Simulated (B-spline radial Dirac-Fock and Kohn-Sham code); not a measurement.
Level of theory: independent-particle rates on relativistic LDA orbitals of the hole state (multipoles up to L = 3, Coulomb Auger matrix elements, transition energies from Dirac-Fock); a radial finite-basis atomic code. Free neutral atoms.

Task: Order these holes by natural width, smallest first.
A. Hf K (1s)
B. In M5 (3d5/2)
C. Ta M5 (3d5/2)
D. Be K (1s)
E. Bi M4 (3d3/2)

Result: D (0.0307 eV), B (0.459 eV), C (1.77 eV), E (2.78 eV), A (34.8 eV).

Values without a named source are computed, but for edge energies of neutral atoms, which are taken from tables.
